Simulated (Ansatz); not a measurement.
Molecule: sum formula SiI₂Cl (charge 0, doublet). It need not be the lowest isomer of its formula. 
Geometry from a B3LYP-D3(BJ)/def2-TZVP (Ansatz, a program for electronic structure) optimisation:
```
Si
Cl 1 2.0670
I 1 2.4687 2 109.35
I 1 2.4687 2 109.35 3 -122.54
```
Charge 0, spin multiplicity 2.

Total electronic energies in hartree. Correlated levels leave the core frozen unless marked. Open shells are spin-unrestricted. Spin-orbit coupling is left out. The frozen core is the preceding noble-gas configuration, with the filled d and f shells of earlier blocks. In def2 rows, elements after Kr have scalar-relativistic effective core potentials. STO-3G rows are all-electron and non-relativistic. Basis-set limits of correlation are two-point, X^-3; Hartree-Fock from the larger set.

```
level                                      program   energy (Eh)
----------------------------------  --------------  ------------
PBE/def2-TZVPD                              Ansatz   -1344.87633
PBE-D4/def2-TZVPD                   Ansatz + dftd4   -1344.88494
B3LYP-D4/def2-TZVPD                 Ansatz + dftd4   -1345.46265
PBE0-D3(BJ)/def2-TZVP               Ansatz + dftd3   -1344.99387
PBE0-D4/def2-TZVP                   Ansatz + dftd4   -1344.99380
PBE0/def2-TZVP                              Ansatz   -1344.98630
r2SCANh-D4/def2-TZVPD               Ansatz + dftd4   -1345.38932
HSE06-D4/def2-TZVPD                 Ansatz + dftd4             ?
LC-wPBE-D4/def2-TZVPD               Ansatz + dftd4   -1345.08289
MP2/STO-3G                                  Ansatz  -14441.72056
MP2/def2-TZVPP                              Ansatz   -1342.43335
SCS-MP2/def2-SVP                            Ansatz   -1341.97596
SCS-MP2/def2-TZVPP                          Ansatz   -1342.42028
CCSD/def2-QZVPP                             Ansatz   -1342.56663
CCSD(T)/CBS(def2-TZVPP,def2-QZVPP)          Ansatz    -1342.6535
```

Task: Complete the blanks.

Result: 
- HSE06-D4/def2-TZVPD, energy (Eh): -1344.97806
